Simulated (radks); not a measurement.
All-electron atom: the niobium ion Nb30+ in [Ne] 3d1 (not the ground configuration).

Method: scalar-relativistic Kohn-Sham, LDA (Slater exchange, Perdew-Wang correlation), spin-unpolarised, spherical densities, point nucleus; computed with a radial shooting solver on a logarithmic mesh with Libxc functionals.

Energy parts (eV):
total: -85133.046
kinetic: 88064.798
electron-nucleus: -183361.271
Hartree: 11957.177
exchange-correlation: -1793.750

Orbitals (lengths in bohr, moments of r in powers of bohr; <r^-3> diverges for s and p1/2; r(max) is where P^2 peaks; r(90%) holds 90 % of the orbital's charge):
orbital,occ.,eigenvalue (eV),r(90%),<r^-3>,r(max),<r^4>
1s,2,-20390.37,0.0646,-,0.02351,7.979e-06
2s,2,-4135.317,0.239,-,0.1321,0.001359
2p,6,-3874.381,0.219,2435,0.1052,0.0009502
3d,1,-1466.884,0.489,91.72,0.2737,0.02345

The highest occupied level is 3d at -1466.9 eV. Summed over all electrons, <r^2> = 0.3123 bohr^2, which gives a Langevin (diamagnetic) susceptibility term of -0.247 x 10^-6 cm^3/mol.
